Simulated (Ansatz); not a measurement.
input.yaml

```yaml
crystal:
  periodic: [false, false, false]
  atoms:
    - { symbol: Ge, position_ang: [0.127007, 0.062505, 0.197025] }
    - { symbol: H, position_ang: [0.471493, -0.068193, 1.674163] }
    - { symbol: F, position_ang: [1.808166, 0.01179, -0.041146] }
    - { symbol: H, position_ang: [-0.542756, 1.25148, -0.482825] }
    - { symbol: F, position_ang: [-0.609211, -1.363681, -0.459316] }
basis:
  gaussian: { orbitals: def2-SVP }
hamiltonian:
  xc: r2scan
  dispersion: d4
relax:
  f_tol: 0.03
  max_steps: 50
```

Command:

```bash
$ ansatz run input.yaml --threads 1 --pin off --max-ram 2048MiB --backend cpu --events-out ev --progress --plain --runs-dir out
```

Hardware: 1 thread of Intel(R) Xeon(R) Platinum 8488C (Sapphire Rapids) (shared host).

Roughly how long does this run take, and how much memory?

14 s, with a peak of 0.14 GiB, for 4 ionic steps.
